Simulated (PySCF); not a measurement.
C₆ coefficients of unlike pairs at HSE06

Calculated with PySCF 2.14 from the dipole response of each species, C₆(A,B) = (3/π) ∫ α_A(iu) α_B(iu) du, in atomic units, from isotropic polarisabilities. For ions this is the dispersion term alone; charge-induced terms of lower order in 1/R come first.

| species | configuration | basis | relativity | α (bohr³) | C₆ (like pair) |
| --- | --- | --- | --- | --- | --- |
| F²⁺ | [He] 2s2 2p3 (4S) | aug-cc-pVTZ with one added diffuse shell each of s, p, d, f type (6s5p4d3f) | none | 1.251 | 1.584 |
| S | [Ne] 3s2 3p4 (3P) | aug-cc-pVTZ-DK (6s5p3d2f) | spin-free X2C | 19.76 | 136.4 |
| Mn | [Ar] 3d5 4s2 (6S) | aug-cc-pVTZ-DK (8s7p5d3f2g) | spin-free X2C | 75.26 | 715.4 |
| Se³⁺ | [Ar] 3d10 4s2 4p1 (2P) | def2-TZVPPD (7s6p5d1f) | none | 6.832 | 23.35 |

Question: Estimate C₆ for Se³⁺ with Mn.

Answer: The integral gives 109.2. The combination rule 2 C_A C_B / (C_A α_B/α_A + C_B α_A/α_B) gives 103.7 and the geometric mean 129.2.

No spin-orbit coupling is included.

The other pairs:

| pair | C₆ |
| --- | --- |
| Se³⁺, S | 55.67 |
| Se³⁺, F²⁺ | 5.669 |
| Mn, F²⁺ | 23.10 |
| Mn, S | 284.2 |
| S, F²⁺ | 12.78 |
